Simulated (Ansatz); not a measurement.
System: CH₅OSi, charge 0, multiplicity 2. It need not be the lowest isomer of its formula. 
Coordinates optimised at B3LYP-D3(BJ)/def2-TZVP (Ansatz, a quantum-chemistry and plane-wave program):
```xyz
8

C      1.5895     0.1852    -0.2934
O      0.3322    -0.4703    -0.3506
Si    -1.0430     0.0571     0.3925
H      1.4867     1.2626    -0.4566
H      2.0717     0.0181     0.6735
H      2.2212    -0.2309    -1.0776
H     -1.2194     1.5222     0.1450
H     -2.1537    -0.7205    -0.2150
```
Charge 0, spin multiplicity 2.

Basis-set convergence of Hartree-Fock and CCSD correlation energies (hartree) with Ansatz. Valence correlation only, unless marked. Open shells are spin-unrestricted. Spin-orbit coupling is left out. No relativistic terms.

```json
[
 {"basis": "aug-cc-pV(D+d)Z", "functions": "123", "E(HF)": "-404.57401", "E(corr, CCSD)": "-0.47629"},
 {"basis": "aug-cc-pV(T+d)Z", "functions": "262", "E(HF)": "-404.62137", "E(corr, CCSD)": "-0.56145"},
 {"basis": "aug-cc-pV(Q+d)Z", "functions": "479", "E(HF)": "-404.63231", "E(corr, CCSD)": "-0.58828"}
]
```

Extrapolating the two largest sets (X = 3 and 4) as X^-3: E(corr) = (64·(-0.58828) - 27·(-0.56145))/37 = -0.6079 Eh, an estimate of the basis-set limit. The largest set recovers 96.8 % of it, the smallest 78.4 %.
